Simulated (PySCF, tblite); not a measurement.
Isomers of C4H11FO2Si. Computed with GFN2-xTB (tblite): harmonic, unscaled wavenumbers at the GFN2-xTB geometry, gas phase. Against measured fundamentals such values can be off by several per cent, at times by over 20. Modes of hydrogen on silicon can be 10 to 20 % off. One conformer each.

Electronic energies: PBE0/pcSseg-1 single points on the GFN2-xTB geometries (PySCF, gas phase).

```
              SMILES  electronic energy, lowest = 0 (kcal/mol)
CO[SiH](OC)[C@H](C)F                                      22.2
 C[C@H](O)CCO[SiH2]F                                       0.0
   CC(C)(CF)O[SiH2]O                                      10.6
 C[C@H](CF)OCO[SiH3]                                      55.5
```

Q: How do GFN2-xTB zero-point energies change the relative energies?

A: 
| SMILES | ZPE (kcal/mol) | of it from modes above 1550 cm⁻¹ | electronic (kcal/mol) | with ZPE, lowest = 0 (kcal/mol) | lowest mode (cm⁻¹) | rings |
| --- | --- | --- | --- | --- | --- | --- |
| C[C@H](O)CCO[SiH2]F | 93.1 | 45.8 | 0.0 | 0.0 | 12 | 0 |
| CC(C)(CF)O[SiH2]O | 91.8 | 46.3 | 10.6 | 9.3 | 39 | 0 |
| CO[SiH](OC)[C@H](C)F | 93.0 | 46.0 | 22.2 | 22.2 | 39 | 0 |
| C[C@H](CF)OCO[SiH3] | 90.8 | 43.7 | 55.5 | 53.2 | 9 | 0 |

The zero-point energies span 2.3 kcal/mol, from `C[C@H](CF)OCO[SiH3]` to `C[C@H](O)CCO[SiH2]F`. The order is unchanged.

Q: And how do the electronic energies of GFN2-xTB itself compare?

A: `C[C@H](O)CCO[SiH2]F` 0.0; `CC(C)(CF)O[SiH2]O` 2.0; `CO[SiH](OC)[C@H](C)F` 24.3; `C[C@H](CF)OCO[SiH3]` 41.4 kcal/mol, lowest = 0. Against the energies above, taken from the same isomer `C[C@H](O)CCO[SiH2]F`, the largest difference is 14.1 kcal/mol.
